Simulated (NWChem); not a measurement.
System: CHOS cation; SMILES [OH+]=C=S

NWChem printed, in part:

```
             Northwest Computational Chemistry Package (NWChem) 7.3.0
             --------------------------------------------------------

                             Geometry "geometry" -> ""
                             -------------------------

 Output coordinates in angstroms (scale by  1.889725989 to convert to a.u.)

  No.       Tag          Charge          X              Y              Z
 ---- ---------------- ---------- -------------- -------------- --------------
    1 O                    8.0000    -0.11834400     1.64070000     0.00000000
    2 C                    6.0000     0.00354100     0.41976600     0.00000000
    3 S                   16.0000     0.02239900    -1.07418100     0.00000000
    4 H                    1.0000     0.68464700     2.20482500     0.00000000

 Effective nuclear repulsion energy (a.u.)      88.1258381193

  pbe96 is a nonlocal functional; adding pw91lda local functional.

                                 NWChem DFT Module
                                 -----------------

 Summary of "ao basis" -> "ao basis" (spherical)
 ------------------------------------------------------------------------------
       Tag                 Description            Shells   Functions and Types
 ---------------- ------------------------------  ------  ---------------------
 O                           6-31g*                  6       14   3s2p1d
 C                           6-31g*                  6       14   3s2p1d
 S                           6-31g*                  8       18   4s3p1d
 H                           6-31g*                  2        2   2s

 in cosmo_initialize ...
 calling solv_data for solv:meg

 solvent parameters
 solvname_short: meg
 solvname_long:  1,2-ethanediol
 dielec:       40.2450
 dielecinf:     2.0501
 nonaqueous SMD model solvent descriptors
 dielec:       40.2450
 sola:          0.5800
 solb:          0.7800
 solc:          0.0000
 solg:         69.0700
 solh:          0.0000
 soln:          1.4318

          ---------------
          -cosmo- solvent
          ---------------
 Cosmo: York-Karplus, doi: 10.1021/jp992097l
 dielectric constant -eps-     =  40.24
 screen = (eps-1)/(eps    )    =   0.97515
 surface charge correction     = lagrangian

   van der Waals surface
 --------------------------

 ---------- ATOMIC COORDINATES (A.U.) ------------ VDWR(ANG.) --
     1   -0.22363773    3.10047343    0.00000000     1.520
     2    0.00669152    0.79324272    0.00000000     1.850
     3    0.04232797   -2.02990775    0.00000000     2.490
     4    1.29379523    4.16651510    0.00000000     1.200
 number of segments per atom =        128
 number of   points per atom =        128
 atom (   nspa,  nppa )
 ----------------------
    1 (     58,     0 )       0
    2 (     40,     0 )       0
    3 (    112,     0 )       0
    4 (     70,     0 )       0
 number of -cosmo- surface points =      280
 molecular surface =     96.094 angstrom**2
 molecular volume  =     78.796 angstrom**3
 -lineq- algorithm             =   0
 -bem- low  level              =   3
 -bem- from -octahedral-
 gaussian surface charge width =   4.50000
 degree of switching           =   1.00000
 switching function tolerance  =   0.00010
 atomic radii =
 --------------
    1  8.000  1.520
    2  6.000  1.850
    3 16.000  2.490
    4  1.000  1.200
 ...... end of -cosmo- initialization ......

 nat:                     4
 ixmem:                  1008
 calling mnsol_interface()
 G(SMD-CDS) energy (kcal/mol)  =     3.904
 SMD-CDS SASA (angstrom**2)    =    94.312

            General Information
            -------------------
          SCF calculation type: DFT
          Wavefunction type:  closed shell.
          No. of atoms     :     4
          No. of electrons :    30
           Alpha electrons :    15
            Beta electrons :    15
          Charge           :     1
          Spin multiplicity:     1
          Use of symmetry is: off; symmetry adaption is: off
          Maximum number of iterations: 150
          AO basis - number of functions:    48
                     number of shells:    22
          Convergence on energy requested:  1.00D-06
          Convergence on density requested:  1.00D-05
          Convergence on gradient requested:  5.00D-04

              XC Information
              --------------
          PerdewBurkeErnzerhof Exchange Functional  1.000
            Perdew 1991 LDA Correlation Functional  1.000 local
           PerdewBurkeErnz. Correlation Functional  1.000 non-local

[...]

                                COSMO-SMD solvation results
                                ---------------------------

             internal energy in gas <Psi(g)|H|Psi(g)> =      -511.462141876931
         internal energy in solvent <Psi(s)|H|Psi(s)> =      -511.457944743524
                               delta internal energy  =         0.004197133407 (    2.63 kcal/mol)
   total free energy in solvent <Psi(s)|H+V/2|Psi(s)> =      -511.575291101557
 polarization energy contribution <Psi(s)|V/2|Psi(s)> =        -0.117346358033 (  -73.64 kcal/mol)
    total free energy in solvent including G(SMD-CDS) =      -511.569069251107
                       G(SMD-CDS) energy contribution =         0.006221850450 (    3.90 kcal/mol)
     1 M fixed-concentration free energy of solvation =        -0.106927374176 (  -67.10 kcal/mol)

                       DFT Final Molecular Orbital Analysis
                       ------------------------------------

 Vector   13  Occ=2.000000D+00  E=-4.875368D-01
              MO Center= -6.0D-02,  1.0D+00,  1.3D-08, r^2= 1.2D+00
   Bfn.  Coefficient  Atom+Function         Bfn.  Coefficient  Atom+Function
  ----- ------------  ---------------      ----- ------------  ---------------
     5      0.506761  1 O  pz                19      0.376450  2 C  pz
     9      0.291300  1 O  pz                37      0.187691  3 S  pz
    23      0.151694  2 C  pz                33     -0.074407  3 S  pz
    41      0.043812  3 S  pz                43      0.038481  3 S  d -1

 Vector   14  Occ=2.000000D+00  E=-3.653575D-01
              MO Center= -2.5D-02, -2.6D-01,  3.8D-10, r^2= 2.2D+00
   Bfn.  Coefficient  Atom+Function         Bfn.  Coefficient  Atom+Function
  ----- ------------  ---------------      ----- ------------  ---------------
    35      0.601294  3 S  px                17      0.286309  2 C  px
     3     -0.264024  1 O  px                31     -0.226507  3 S  px
    39      0.222826  3 S  px                 7     -0.192834  1 O  px
    21      0.151471  2 C  px                 6      0.121056  1 O  s
    47     -0.089669  4 H  s                  2      0.073710  1 O  s

 Vector   15  Occ=2.000000D+00  E=-3.457936D-01
              MO Center= -1.1D-02, -2.3D-01, -2.5D-09, r^2= 2.3D+00
   Bfn.  Coefficient  Atom+Function         Bfn.  Coefficient  Atom+Function
  ----- ------------  ---------------      ----- ------------  ---------------
    37      0.618122  3 S  pz                 5     -0.361782  1 O  pz
     9     -0.263830  1 O  pz                41      0.245912  3 S  pz
    33     -0.231491  3 S  pz                19      0.187244  2 C  pz
    23      0.103832  2 C  pz                25     -0.044621  2 C  d -1
    43      0.041462  3 S  d -1

 Vector   16  Occ=0.000000D+00  E=-1.605647D-01
              MO Center=  2.9D-02, -6.6D-02,  3.6D-10, r^2= 2.3D+00
   Bfn.  Coefficient  Atom+Function         Bfn.  Coefficient  Atom+Function
  ----- ------------  ---------------      ----- ------------  ---------------
    17      0.566644  2 C  px                35     -0.479579  3 S  px
    21      0.471700  2 C  px                39     -0.383423  3 S  px
     3     -0.192806  1 O  px                 7     -0.183001  1 O  px
    31      0.169293  3 S  px                48     -0.161137  4 H  s
    47     -0.137757  4 H  s                  6      0.133217  1 O  s

 Vector   17  Occ=0.000000D+00  E=-1.353511D-01
              MO Center= -4.0D-03,  1.1D-02,  3.7D-09, r^2= 2.2D+00
   Bfn.  Coefficient  Atom+Function         Bfn.  Coefficient  Atom+Function
  ----- ------------  ---------------      ----- ------------  ---------------
    19      0.574741  2 C  pz                23      0.506289  2 C  pz
    37     -0.435811  3 S  pz                41     -0.383303  3 S  pz
     5     -0.326218  1 O  pz                 9     -0.316725  1 O  pz
    33      0.153279  3 S  pz                43      0.114047  3 S  d -1

 Vector   18  Occ=0.000000D+00  E=-2.425080D-02
              MO Center=  1.9D-01,  2.1D-01, -2.2D-09, r^2= 3.5D+00
   Bfn.  Coefficient  Atom+Function         Bfn.  Coefficient  Atom+Function
  ----- ------------  ---------------      ----- ------------  ---------------
    20      1.440631  2 C  s                  6     -0.880286  1 O  s
    40     -0.599215  3 S  py                48      0.504604  4 H  s
    36     -0.478923  3 S  py                34     -0.391277  3 S  s
    38     -0.253808  3 S  s                  8      0.242272  1 O  py
    16      0.223459  2 C  s                  7     -0.212090  1 O  px

     Multipole analysis of the density
     ---------------------------------

     L   x y z        total         alpha         beta         nuclear
     -   - - -        -----         -----         ----         -------
     0   0 0 0      1.000000    -15.000000    -15.000000     31.000000

     1   1 0 0      0.743140      0.260525      0.260525      0.222090
     1   0 1 0      1.371757      0.060261      0.060261      1.251235
     1   0 0 1      0.000000      0.000000      0.000000      0.000000

     2   2 0 0    -14.563517     -8.333235     -8.333235      2.102952
     2   1 1 0      3.163356      2.331352      2.331352     -1.499347
     2   1 0 1      0.000000      0.000000      0.000000      0.000000
     2   0 2 0     -5.336670    -84.651907    -84.651907    163.967144
     2   0 1 1      0.000000      0.000000      0.000000      0.000000
     2   0 0 2    -15.854303     -7.927151     -7.927151      0.000000
```

Level: PBE/6-31G* (spherical d), SMD on the gas-phase geometry. Geometry: optimised at PBE0-D3(BJ)/def2-TZVP. Solvent: ethylene glycol.

Write an input that gives this output.

This is not unique; one that fits is the input that was run:
```
start job
memory heap 200 mb stack 900 mb global 1100 mb
charge 1
geometry units angstroms noautosym nocenter noautoz
  O     -0.118344     1.640700     0.000000
  C      0.003541     0.419766     0.000000
  S      0.022399    -1.074181     0.000000
  H      0.684647     2.204825     0.000000
end
basis spherical
  * library 6-31g*
end
dft
  xc xpbe96 cpbe96
  iterations 150
end
cosmo
  do_cosmo_smd true
  solvent meg
end
task dft energy
```
